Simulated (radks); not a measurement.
Values are calculated unless marked as measured or tabulated.
Species: Te15+. Configuration: [Kr] 4d1. Level of theory: scalar-relativistic Kohn-Sham, LDA (Slater exchange, VWN5 correlation), spin-polarised, spherical densities, finite nucleus; open shells are filled with parallel spins first (spin-orbit coupling, left out, can overturn this in heavy ions); Fermi nuclear charge, rms radius 4.7423 fm (a radial shooting solver on a logarithmic mesh with Libxc functionals).

Unscreened Slater integrals over Kohn-Sham orbitals (eV). They are taken over the spin-up orbitals. Empty in this configuration: 5s.

integral    value
F0(4d,4d)  31.059
F2(4d,4d)  16.008
F4(4d,4d)  10.847
F0(4d,4p)  31.892
F2(4d,4p)  16.542
G1(4d,4p)  20.954
G3(4d,4p)  13.258
F0(4d,4s)  32.495
G2(4d,4s)  16.354
F0(4d,3d)  40.462
F2(4d,3d)  10.485
F4(4d,3d)  5.0567
G0(4d,3d)  3.4691
G2(4d,3d)  4.2004
G4(4d,3d)  3.2491
F0(4d,5s)  21.774
G2(4d,5s)  2.7537
F0(4p,4p)  32.848
F2(4p,4p)  17.339
F0(4p,4s)  33.509
G1(4p,4s)  22.885
F0(4p,3d)  41.971
F2(4p,3d)  11.136
G1(4p,3d)  3.6387
G3(4p,3d)  3.6046
F0(4p,5s)  22.035
G1(4p,5s)  2.2161
F0(4s,4s)  34.229
F0(4s,3d)  43.270
G2(4s,3d)  3.8312
F0(4s,5s)  22.217
G0(4s,5s)  1.6001
F0(3d,3d)  84.071
F2(3d,3d)  42.226
F4(3d,3d)  27.017
F0(3d,5s)  25.001
G2(3d,5s)  1.1302
F0(5s,5s)  18.395

Derived for the open shells (J is the average intra-shell exchange parameter used in DFT+U). 4d: Racah B = F2/49 - 5 F4/441 = 0.2037 eV, C = 35 F4/441 = 0.8609 eV, C/B = 4.23, F4/F2 = 0.678, J = (F2 + F4)/14 = 1.918 eV.
